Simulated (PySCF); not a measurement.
B(Me)(Et)(NH2) (C3H10BN), SMILES CCB(C)N. Atoms are numbered in the order given.

```xyz
15

B     -0.0497    -0.5634     0.0000
C      0.6572    -1.9806     0.0000
H      1.3174    -2.0855    -0.8789
H     -0.0381    -2.8361     0.0000
H      1.3174    -2.0855     0.8789
C      0.8204     0.7665     0.0000
C      0.0625     2.0932     0.0000
H      1.5037     0.7195    -0.8708
H      1.5037     0.7195     0.8708
H     -0.5856     2.1889     0.8885
H     -0.5856     2.1889    -0.8885
H      0.7353     2.9661     0.0000
N     -1.4500    -0.4779     0.0000
H     -2.0561    -1.2899     0.0000
H     -1.9543     0.4014     0.0000
```

Geometry: r2SCAN-D4/def2-SVP. Other conformers were not sampled.

Two levels are set side by side: PBE/pcSseg-1 (PySCF) and HF/pcSseg-1 (PySCF). GIAO shifts against BF3 (¹¹B), NH3 (¹⁵N), TMS (¹H), TMS (¹³C) at the same level; non-relativistic, no solvent, atoms listed together averaged. Differences are taken from unrounded values.

```json
[
 {"quantity": "δ(¹¹B) of B1 (ppm)", "HF": "35.5"},
 {"quantity": "δ(¹³C) of C2 (ppm)", "HF": "7.9"},
 {"quantity": "δ(¹³C) of C6 (ppm)", "HF": "14.2"},
 {"quantity": "δ(¹³C) of C7 (ppm)", "HF": "12.0"},
 {"quantity": "δ(¹H) of H8, H9 (ppm)", "HF": "0.95"},
 {"quantity": "δ(¹⁵N) of N13 (ppm)", "HF": "90.9"}
]
```

What does PBE give, and how far is it from HF? (The exact figures need the calculation; the answer reports its results.)


```
quantity                 PBE  PBE minus HF
---------------------  -----  ------------
δ(¹¹B) of B1 (ppm)      32.7          -2.8
δ(¹³C) of C2 (ppm)       7.7          -0.2
δ(¹³C) of C6 (ppm)      18.3           4.1
δ(¹³C) of C7 (ppm)      11.6          -0.4
δ(¹H) of H8, H9 (ppm)   1.19          0.24
δ(¹⁵N) of N13 (ppm)    113.7          22.7
```

Rough cost on one machine, each run with all the roots and properties that it gave: HF against PBE within a factor of 2.
